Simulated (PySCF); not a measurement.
## ¹⁵N chemical shifts

One computed conformer, non-relativistic Hamiltonian, fast rotation and ring inversion assumed for equivalent nuclei, isolated molecule. PBE0/pcSseg-1 with gauge-including orbitals; structure optimised with PBE0-D3(BJ)/def2-SVP; PySCF 2.14.0 with density-fitted response routines.

Shieldings were converted by a linear fit to measured shifts: ¹⁵N (scatter 7.2 ppm rms vs CH3NO2, solution or neat liquid). Occasional misses reach two or three times the rms, and more in compound classes unlike the fitted ones.

Task: Give the ¹⁵N shifts of `C=C[P@@]1(=N[SiH3])C[C@H]1C`, `C/C=C(\CN)CCN`, `CN[SiH](O)O`, `CC(C)[C@@H]1C[CH2][AlH2-][N+]1(C)C`, `C[CH](C)[Al@@H-]1[CH2]CC[N+]1(C)C`.

Result: 
```tsv
compound	environment	δ (ppm)
C=C[P@@]1(=N[SiH3])C[C@H]1C	nitrogen bonded to P, Si	-401.5
[CH3:1]/[CH:2]=[C:3](\[CH2:4][NH2:5])[CH2:6][CH2:7][NH2:8]	N8: amine nitrogen	-359.0
[CH3:1]/[CH:2]=[C:3](\[CH2:4][NH2:5])[CH2:6][CH2:7][NH2:8]	N5: amine nitrogen	-360.0
CN[SiH](O)O	nitrogen bonded to C, Si, H	-357.0
CC(C)[C@@H]1C[CH2][AlH2-][N+]1(C)C	donor nitrogen of a Lewis adduct	-345.0
C[CH](C)[Al@@H-]1[CH2]CC[N+]1(C)C	donor nitrogen of a Lewis adduct	-347.1
```
